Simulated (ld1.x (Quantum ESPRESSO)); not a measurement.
**u(r) = r·R(r): atom against pseudo-atom (phosphorus)**

Columns: radius, all-electron u(r) and pseudo u(r) of the 3p shell (level -5.62 eV) of phosphorus in the configuration [Ne] 3s2 3p3; BP86, non-relativistic, TM scheme, ld1.x (Quantum ESPRESSO) 7.5.

```tsv
r (bohr)	all-electron	pseudo
0.085	0.1048	-0.0041
0.170	0.2327	-0.0164
0.255	0.2931	-0.0364
0.340	0.2867	-0.0636
0.425	0.2328	-0.0971
0.510	0.1505	-0.1361
0.595	0.0542	-0.1794
0.680	-0.0461	-0.2261
0.765	-0.1440	-0.2751
0.850	-0.2358	-0.3254
0.935	-0.3192	-0.3761
1.020	-0.3933	-0.4263
1.105	-0.4580	-0.4748
1.190	-0.5132	-0.5204
1.275	-0.5594	-0.5617
1.360	-0.5970	-0.5974
1.445	-0.6265	-0.6265
1.530	-0.6487	-0.6487
1.615	-0.6643	-0.6643
1.700	-0.6741	-0.6741
1.785	-0.6788	-0.6788
1.870	-0.6790	-0.6790
1.955	-0.6755	-0.6755
2.040	-0.6688	-0.6688
2.125	-0.6595	-0.6595
2.210	-0.6479	-0.6479
```

Question: How many radial nodes do the two functions have?

Answer: The all-electron 3p function has n − l − 1 = 1; the pseudo-wave has 0, since the states of the same l below it are removed with the core.

Question: At about which radius was the pseudo-wave matched?

Answer: 1.55 bohr. The columns agree to 0.0005 from 1.36 bohr on; several derivatives are matched, so the curves merge somewhat inside the radius.

Question: Where does each function peak?

Answer: Outermost all-electron maximum near 1.87 bohr, pseudo maximum near 1.87 bohr (to the table’s step).

Question: Is the pseudo-wave norm-conserving?

Answer: Yes: the TM scheme keeps the norm inside the radius equal to the all-electron one, which fixes the energy derivative of the logarithmic derivative at the level.
